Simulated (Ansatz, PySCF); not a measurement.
This Ansatz (an electronic-structure program) input computes a r2SCAN/def2-TZVPD energy:

Ansatz 0.2 input:
```yaml
crystal:
  periodic: [false, false, false]
  atoms:
    - {symbol: B, position_ang: [-0.00000000, -0.00000000, -0.00000000]}
    - {symbol: H, position_ang: [-0.78294691, -0.83263902, -0.47144604]}
    - {symbol: H, position_ang: [0.17161806, -0.23031944, 1.20252034]}
    - {symbol: H, position_ang: [-0.47175219, 1.13430514, -0.13912829]}
    - {symbol: H, position_ang: [1.08308104, -0.07134667, -0.59194601]}
basis:
  gaussian:
    orbitals: def2-TZVPD
hamiltonian:
  xc: {name: r2SCAN}
total_charge: -1
output: {forces: true}
```

**Question.** Write an input for the same energy in PySCF and say what it gives.

**Answer.** 
```python
from pyscf import gto, scf, dft

mol = gto.M(
    atom='''
    B    -0.00000000   -0.00000000   -0.00000000
    H    -0.78294691   -0.83263902   -0.47144604
    H     0.17161806   -0.23031944    1.20252034
    H    -0.47175219    1.13430514   -0.13912829
    H     1.08308104   -0.07134667   -0.59194601
    ''',
    basis='def2-tzvpd',
    charge=-1,
    spin=0,
    verbose=4,
)

mf = dft.RKS(mol, xc='r2scan').density_fit(auxbasis='def2-universal-jkfit')
mf.grids.level = 4
mf.conv_tol = 1e-9
mf.max_cycle = 100
mf.max_memory = 1500
mf.kernel()
if not mf.converged:
    mf = mf.newton()
    mf.kernel(mf.make_rdm1())
mf.analyze()
```
It gives -27.23748 Eh, and Ansatz -27.23745 Eh, a difference of 0.03 mEh, from the treatment of integrals and grids.
